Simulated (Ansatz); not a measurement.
C3H4Si, SMILES `C#C[SiH]=C` (charge 0, multiplicity 1).

Computed with B3LYP/cc-pVTZ // B3LYP-D3(BJ)/def2-TZVP (Ansatz, an electronic-structure program).

Ansatz 0.2 input:
```yaml
crystal:
  periodic: [false, false, false]
  atoms:
    - { symbol: C, position_ang: [2.149794, -0.949534, 0.692451] }
    - { symbol: C, position_ang: [1.202587, -0.288867, 0.341235] }
    - { symbol: Si, position_ang: [-0.188103, 0.72744, -0.18361] }
    - { symbol: C, position_ang: [-1.749282, 0.105353, -0.43599] }
    - { symbol: H, position_ang: [2.981131, -1.536839, 1.00217] }
    - { symbol: H, position_ang: [0.159256, 2.142225, -0.37141] }
    - { symbol: H, position_ang: [-1.988499, -0.939811, -0.293074] }
    - { symbol: H, position_ang: [-2.566882, 0.740034, -0.751773] }
basis:
  gaussian: { orbitals: cc-pVTZ }
hamiltonian:
  xc: b3lyp
```

Output:

```
Functional definition: B3LYP
1016 factors; their error is unknown
mean field evaluation 1: about -11039.5439 eV, gradient 7.4e1 eV
mean field evaluation 2: about -11020.4422 eV, gradient 9.7e1 eV
mean field evaluation 4: about -11052.3630 eV, gradient 1.1e1 eV
mean field evaluation 8: about -11052.6993 eV, gradient 8.8e-2 eV
mean field evaluation 16: about -11052.7157 eV, gradient 2.7e-5 eV
mean field -11052.71571662 eV, -406.1798107859 hartree, gradient 2.7e-5 eV, S^2 0.000000; 0 other end points of the search recorded, 0 dependent functions left out
reference -11052.71597046 eV, -406.1798201144 hartree; 18, 18 occupied and 162, 162 virtual orbitals, 1016 factors
Total energy: -11052.71597046 eV, -406.1798201144 hartree
```
